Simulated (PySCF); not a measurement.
Molecule: `C[C@@H](C#N)[S@](=O)[O-]`, [C3H4NO2S]-.

Bonds (- single, = double, # triple, : aromatic): C1-C2, C2-C3, C3#N4, C2-S5, S5=O6, S5-O7. C1 carries H8, H9, H10; C2 carries H11. Formal charges: O7 -1. Stereochemistry as in C[C@@H](C#N)[S@](=O)[O-].

Total charge -1.

Frames of a GFN2-xTB Langevin trajectory at 300 K; GIAO PBE0/pcSseg-1 shieldings in PySCF 2.14.0 with density-fitted response routines, gas phase, non-relativistic; equivalent atoms averaged within each frame.

Chemical shifts δ = σref − σ; TMS for ¹³C (σref 186.93), ¹H (σref 31.72); ¹⁵N (σref 267.73) vs NH3; ³³S (σref 503.73) vs CS2; ¹⁷O (σref 336.08) against H2O, all at this level. The references are static minima.

**Question.** How do the shifts (ppm) fluctuate along the trajectory?

**Answer.** 
```csv
time (fs),C3,C2,C1,N4,S5,O6/O7,H8/H9/H10,H11
optimised geometry,135.5,55.9,19.0,286.3,550,284.0,1.37,0.41
250,137.3,61.8,16.8,286.5,579,321.3,1.65,-0.26
425,138.0,46.6,10.5,304.3,533,305.4,1.21,1.70
625,132.8,47.5,14.3,285.7,527,287.5,2.06,0.36
800,130.9,50.5,7.8,278.4,489,280.1,1.21,1.82
1000,129.8,44.7,3.4,277.8,505,281.1,0.94,1.40
mean of frames,133.8,50.2,10.6,286.5,527,295.1,1.41,1.00
standard deviation,3.7,6.8,5.3,10.7,34,17.8,0.44,0.91
```

5 frames give an uncertainty of the mean of about the standard deviation over 2.2 at best, since frames this close in time may not be independent; classical motion lacks zero-point vibration, and the reference would need the same averaging.
